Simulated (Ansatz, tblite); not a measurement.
Cost and result up the ladder for (Cl2B-mu-SMe)2 (C2H6B2Cl4S2) (16 atoms). The state is a singlet with charge 0. Geometry: PBE-D4/def2-SVP.

Cartesian coordinates in Å:
```
B -1.4845 0.8344 -0.1071
Cl -2.0408 0.3825 1.5589
Cl -2.5989 1.8676 -1.0804
S -0.9854 -0.7504 -1.2327
C -0.5044 -2.0513 -0.0460
B 0.6797 0.3281 -1.5306
Cl 2.1977 -0.6198 -1.2370
Cl 0.5296 1.1391 -3.1358
S 0.3218 1.7096 -0.1178
C 1.1620 1.1004 1.3843
H 0.4305 -2.5111 -0.4172
H -0.3643 -1.6289 0.9656
H -1.3237 -2.7928 -0.0295
H 2.0218 1.7702 1.5680
H 1.5208 0.0649 1.2382
H 0.4381 1.1573 2.2190
```

Ansatz on 2 threads of AMD EPYC 7R13 on a shared host and a share (18 GiB) of an NVIDIA H100 80GB HBM3; xTB runs through tblite on one thread. Times are rough, summed over both states, and most runs start from the orbitals of an earlier one. PBE0-D4/def2-TZVP serves as the yardstick here, not as an exact answer. The other state is a doublet.

The xTB rows come from tblite. HOMO above LUMO, or a gap near zero within one spin, warns that the state may not be the lowest or that an electron is smeared out.

Raw xTB energies of ions are shifted by several eV.

```csv
level,functions,vertical IE (eV),difference from PBE0-D4/def2-TZVP (eV),remarks
GFN2-xTB,76,13.62,3.86,–
PBE-D4/def2-TZVP (with forces),382,9.27,-0.50,gap within one spin near zero (+1 doublet)
PBE0-D4/def2-TZVP,382,9.77,0.00,–
GFN1-xTB,82,14.53,4.77,–
BHLYP-D4/def2-TZVP (with forces),382,10.02,0.25,–
```

Problem. Estimate how long each takes.

Solution. GFN2-xTB 0.061 s; GFN1-xTB 0.063 s; PBE-D4/def2-TZVP (with forces) 8.5 s; BHLYP-D4/def2-TZVP (with forces) 9.9 s; PBE0-D4/def2-TZVP 11 s. On shared hardware such times vary by a factor of up to 3.
